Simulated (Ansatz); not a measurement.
AlH₃Se₃ (`[SeH][Al]([SeH])[SeH]`), relaxed with RKS PBE0-D4/def2-TZVP in Ansatz from a GFN2-xTB geometry. The force threshold is 0.005 eV/Å; the program also tests the step.

Charge 0, multiplicity 1.

Start:

```xyz
7

Se    1.162   -2.094   -1.195
Al    0.288   -0.168   -0.259
Se    1.209    1.899   -0.752
Se   -1.529   -0.370    1.180
H     0.211   -2.891   -0.453
H     0.114    2.631   -0.155
H    -1.454    0.993    1.635
```

Question: By how much does the energy fall, and how many steps does the optimiser take? (Estimate.)

Answer: Ansatz gave: 3.58 kJ/mol, in 20 steps, 2 of them rejected.

Question: Which bonds change most? (An estimate is asked.)

Answer: Computed: Se4–H7 from 1.439 to 1.469 Å; Se1–H5 from 1.446 to 1.470 Å; Se3–H6 from 1.446 to 1.469 Å; Al2–Se4 from 2.327 to 2.315 Å.

Question: Give the relaxed structure. (An estimate is asked.)

Answer: Ansatz gave: 
```xyz
7

Se    1.191   -2.051   -1.186
Al    0.257   -0.163   -0.232
Se    1.193    1.870   -0.819
Se   -1.525   -0.396    1.226
H     0.251   -2.916   -0.458
H     0.234    2.603    0.019
H    -1.600    1.053    1.450
```
